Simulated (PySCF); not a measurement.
Gas-phase reaction: SiH2 + 2 I2 ⇌ SiHI3 + HI

Computed with PySCF (xtb for GFN2) and rigid-rotor harmonic-oscillator thermochemistry at 1 bar. The comparison is the NASA 1993 polynomial table, which mixes measured and estimated data. After a fit of one offset per element over all species, the range-separated, M06-2X, PBE0/def2-QZVP and CCSD(T)/def2-TZVPP enthalpies, where run, lie to one side of the table for I2 (+16 kJ/mol): a fault of the table's entry, another state or a shared error of the levels is possible; this was not checked at source. † marks an energy on the PBE0/def2-TZVP geometry and frequencies; other levels use their own. All species are closed-shell singlets. I: scalar-relativistic def2 core potential, no spin-orbit coupling. The table's entry may be an old estimate for SiH2, SiHI3 (not checked at source).

PBE0/def2-QZVP† gives ΔH°(298 K) = -465.5 kJ.

**Question.** What does GFN2-xTB give, and where does the table lie?

**Answer.** GFN2-xTB: -378.4 kJ. Table: -418.3 kJ.
